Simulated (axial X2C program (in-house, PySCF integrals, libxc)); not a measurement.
InBr⁺: properties at the nuclei

Computed with an in-house all-electron X2C program for linear molecules (integrals from PySCF): two-component X2C with atomic mean-field Coulomb and Gaunt terms, Gaussian nuclei, basis In dyall-cv3z, Br dyall-cv3z with contracted cores.

R = 2.468 Å (near the PBE0 minimum at charge 1 of the determinant lowest at the starting distance; the state shown can have its own minimum elsewhere).

Determinant lowest in the PBE0 search, Ω = 1/2 (⟨Sz⟩ = 0.49, ⟨Lz⟩ = 0.01 at PBE0), spin on the atoms In 0.27, Br 0.22:

```tsv
level	Eeff magnitude (GV/cm)	Ws magnitude In (kHz)	A∥/gI In (MHz)	qzz In (a.u.)	A∥/gI Br (MHz)	qzz Br (a.u.)
PBE0	17.5	19.8	5500	-2.59	282	7.62
HF	23.4	26.4	5580	-3.80	226	7.39
TPSSh	16.6	18.8	5640	-2.52	319	7.51
BP86	15.2	17.3	5280	-2.19	328	7.60
r2SCAN	17.4	19.7	5770	-2.62	366	7.41
```

Determinant 1.10 eV from it at PBE0 and this distance, Ω = 3/2 (⟨Sz⟩ = 0.50, ⟨Lz⟩ = 1.00 at PBE0), spin on the atoms In 0.00, Br 0.50:

```csv
level,Eeff magnitude (GV/cm),Ws magnitude In (kHz),Ws magnitude Br (kHz),A∥/gI In (MHz),qzz In (a.u.),A∥/gI Br (MHz),qzz Br (a.u.)
PBE0,0.14,0.112,0.04,19,-2.82,626,-4.47
HF,0.571,0.327,0.0715,31,-2.74,625,-4.60
TPSSh,0.159,0.113,0.0362,20.5,-2.81,624,-4.49
BP86,0.0886,0.0773,0.03,18.5,-2.87,638,-4.49
r2SCAN,0.0847,0.0956,0.041,25.3,-2.89,658,-4.55
```

Eeff is the effective electric field on the electron electric dipole moment in this Ω state and Ws the scalar–pseudoscalar constant of the nucleus named (defined with the proton number Z and per Ω); A∥ (defined per Ω) follows by multiplying with gI = μI/(I μN); qzz is the electric field gradient, eQq0 = 234.96 MHz × Q/barn × qzz. The operators were transformed with the bare-nucleus X2C matrices; with these basis sets, hyperfine constants and field gradients can be off by tens of per cent, and where levels differ in sign neither size nor sign is settled.

(1) With gI(115In) = 1.2313, Q(115In) = 0.772 barn, gI(79Br) = 1.4043, Q(79Br) = 0.3087 barn (g factors from the IAEA table of nuclear moments by Stone; Q from Pyykkö, Mol. Phys. 2018), turn the PBE0 values of the first state into constants in MHz.

Each state is one determinant with collinear spin. Unrestricted Hartree–Fock can overshoot spin polarisation at the nuclei. Where Eeff spreads by more than a factor of two the levels disagree and none is to be relied on. The search compared states at one distance, so a state with another bond length can lie lower. PBE0 term energies can be off by some tenths of an eV.

Results:

(1) A∥(115In) = 5500 × 1.2313 = 6770 MHz; eQq0(115In) = 234.96 × (0.772) × (-2.59) = -470 MHz; A∥(79Br) = 282 × 1.4043 = 396 MHz; eQq0(79Br) = 234.96 × (0.3087) × (7.62) = 553 MHz.
